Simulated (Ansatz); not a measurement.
Consider the redistribution: `C[S][Al]([F])[Cl]` + `O=C=NP` → `O=C=[N][Al]([F])[Cl]` + `CSP`.

Isolated molecules relaxed with PBE0-D4/def2-TZVP in Ansatz; ΔE leaves out vibrations. CCSD(T)/CBS is the MP2 limit (def2-TZVPP, def2-QZVPP) plus CCSD(T) − MP2 in def2-TZVPP, frozen cores. DFT in def2-TZVPP. B3LYP here is the variant with VWN-RPA as its local correlation; programs differ in this. Each species was taken in one conformer, which may not be the lowest.

`C[S][Al]([F])[Cl]`:

```xyz
8

C     1.352   -0.400    0.262
S     0.355   -0.085   -1.237
Al   -1.534    0.455   -0.375
F    -1.700    0.478    1.260
Cl   -3.162    0.949   -1.562
H     0.779   -0.244    1.174
H     1.704   -1.430    0.227
H     2.206    0.276    0.252
```

`O=C=NP`:

```xyz
6

O     1.621    1.889   -1.076
C     0.914    1.054   -0.676
N     0.177    0.166   -0.355
P    -0.567   -0.553    0.996
H    -0.270   -1.903    0.665
H    -1.874   -0.653    0.446
```

`O=C=[N][Al]([F])[Cl]`:

```xyz
6

O     1.542    1.705    1.838
C     0.886    1.064    1.125
N     0.202    0.410    0.393
Al   -0.662   -0.629   -0.706
F    -2.251   -0.366   -0.966
Cl    0.282   -2.183   -1.684
```

`CSP`:

Z-matrix (Å, degrees):
```
C
S 1 1.810
H 1 1.089 2 111.3
H 1 1.089 2 111.3 3 123.2
H 1 1.091 2 106.0 3 -118.4
P 2 2.105 1 99.5 3 -61.5
H 6 1.420 2 98.3 1 132.8
H 6 1.420 2 98.4 1 -132.6
```

```tsv
level	ΔE (kcal/mol)	difference from CCSD(T)/CBS
PBE0-D4	-11.9	0.8
B3LYP-D4	-12.1	0.6
r2SCANh-D4	-12.9	-0.2
CAM-B3LYP-D4	-12.1	0.6
ωB97M-V	-12.1	0.6
PBE-QIDH	-12.7	0.0
revPBE	-11.3	1.4
BLYP	-11.5	1.2
r2SCAN	-12.7	0.0
CCSD/def2-SVP	-12.5	0.2
CCSD(T)/def2-SVP	-12.0	0.7
MP2/def2-TZVPP	-12.9	-0.2
SCS-MP2/def2-TZVPP	-12.6	0.1
HF/def2-QZVPP	-13.7	-1.0
MP2/def2-QZVPP	-13.0	-0.3
HF/CBS(def2)	-13.7	-1.0
CCSD(T)/CBS	-12.7	0
```

**Question.** What do rigid-rotor, harmonic-oscillator terms from PBE0-D4/def2-TZVP frequencies (298.15 K, 1 bar) make of the CCSD(T)/CBS value? (An estimate is asked.)

**Answer.** The calculation gave: ΔZPE = -0.1 kcal/mol, ΔH = -12.9 kcal/mol, ΔS = 2 J/(mol·K), ΔG = -13.1 kcal/mol. Modes under 50 cm⁻¹ make the entropy rough.

Largest T1 diagnostic among the species: 0.017.

Leaving LDA and LC-ωPBE aside and taking each functional with its dispersion term where it has one, the values, not all of them listed here, spread over 2.1 kcal/mol, from B97M-V to PBE-D4. From PBE to PBE0 (25 % exact exchange), in def2-TZVPP and without D4, ΔE moves by −0.8 kcal/mol.
